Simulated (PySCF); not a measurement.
C5H9BO2.
Z-matrix (Å and degrees, PBE0-D3(BJ)/def2-SVP geometry), rows numbered from 1:
```
C 
C   1  1.5070
C   2  1.5306  1  121.47
C   2  1.4601  1  120.67  3   -69.63
C   4  1.3328  2  146.64  3  -176.54
B   5  1.5595  4  121.45  2    -2.88
O   6  1.3623  5  119.66  4    -0.21
O   6  1.3695  5  122.90  4   179.60
H   1  1.1013  2  111.38  3   -85.19
H   1  1.1008  2  110.76  3    35.24
H   1  1.1002  2  110.05  3   154.08
H   2  1.0981  1  114.63  3   145.50
H   3  1.0969  2  118.02  4   107.45
H   3  1.0958  2  118.36  4  -108.30
H   5  1.0988  4  117.49  2   176.94
H   7  0.9635  6  110.81  5   179.77
H   8  0.9607  6  112.75  5     0.04
```

Probes without a nucleus sit at each ring's centroid and 1 Å off its mean plane on both sides; NICS is minus the shielding there, NICSzz its component along the normal. Level: GIAO B3LYP/pcSseg-1 (PySCF, non-relativistic, gas phase) on the PBE0-D3(BJ)/def2-SVP geometry, one conformer.

Ring bond lengths (Å): C2–C3 1.531, C3–C4 1.464, C4–C2 1.460.

Give the NICS values of each ring in ppm.

```json
{"ring": "C2–C3–C4", "type": "3-membered carbocycle; formal bonds all single", "NICS(0)": "-27.9", "NICS(1), two faces": "-7.6 / -7.7", "NICS(1)zz, two faces": "-18.4 / -17.2", "rms pucker (Å)": "0.00", "centre to ring atoms, mean (Å)": "0.86"}
```

What do they say, and how far can they be read as aromaticity?

- C2–C3–C4: mean NICS(1)zz -17.8 ppm, shielded. C2, C3 have four or more neighbours, so the value isn't read as a sign of a π ring current. NICS(0) lies 20 ppm below the mean NICS(1).

What is the mean of the two in-plane components of NICS at the first NICS(1) probe listed for ring C2–C3–C4, 1 Å off the ring?

The isotropic value is a third of the trace: (3 × -7.6 − (-18.4))/2 = -2.2 ppm.

List the ring angles.

- C2–C3–C4: C2 58.6°, C3 58.3°, C4 63.1°; sum 180.0° against 180° for a flat convex ring.

What are the shieldings of the ring atoms and their hydrogens in the same run (means over atoms taken as equivalent)?

| atoms | environment | σ isotropic (ppm) | principal values of the symmetric part, first atom (ppm) |
| --- | --- | --- | --- |
| C2 | allylic carbon | 164.2 | 135.1, 148.7, 208.9 |
| C3 | allylic carbon | 167.6 | 139.0, 155.5, 208.2 |
| C4 | fully substituted alkene carbon | 8.3 | -98.5, -60.6, 184.0 |
| H12 | methine hydrogen | 29.87 | 25.0, 27.0, 37.6 |
| H13 | methylene hydrogen | 30.77 | 26.1, 28.2, 38.0 |
| H14 | methylene hydrogen | 30.15 | 25.4, 26.5, 38.6 |

How do the values depend on the level or the medium?

```json
{"level": "B3LYP/pcSseg-1, gas", "NICS(0), C2–C3–C4": "-27.9", "mean NICS(1)zz, C2–C3–C4": "-17.8"}
{"level": "PBE0/pcSseg-1, gas", "NICS(0), C2–C3–C4": "-28.3", "mean NICS(1)zz, C2–C3–C4": "-18.2"}
{"level": "PBE0/pcSseg-1, IEF-PCM benzene", "NICS(0), C2–C3–C4": "-28.4", "mean NICS(1)zz, C2–C3–C4": "-18.2"}
{"level": "PBE0/pcSseg-1, IEF-PCM chloroform", "NICS(0), C2–C3–C4": "-28.5", "mean NICS(1)zz, C2–C3–C4": "-18.3"}
```

The geometry is the same throughout; the continuum's cavity takes Bondi-type radii × 1.2.

Hardware: Arm Neoverse N1, one thread, on a shared host. Cost: 43 s wall, 1.2 GiB resident at most. This is the whole shielding run at B3LYP/pcSseg-1, SCF included.
